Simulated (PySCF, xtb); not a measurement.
CH7F2NSi2, SMILES CN([SiH2]F)[SiH2]F.

GFN2-xTB (xtb) at its own geometry gives an orbital gap of 5.11 eV and a dipole moment of 0.86 D.

Geometry optimised at r2SCAN-D4/def2-SVP. The structure was generated by enumeration, and PubChem lists no compound with its InChIKey, so it may never have been made. One conformer was computed; it need not be the lowest.

**Question.** What does B3LYP/def2-TZVP (PySCF) give? (An estimate is asked for; the answer gives what the named calculation found.)

**Answer.** gap 7.87 eV (levels -7.74 and 0.13 eV), dipole 0.90 D.
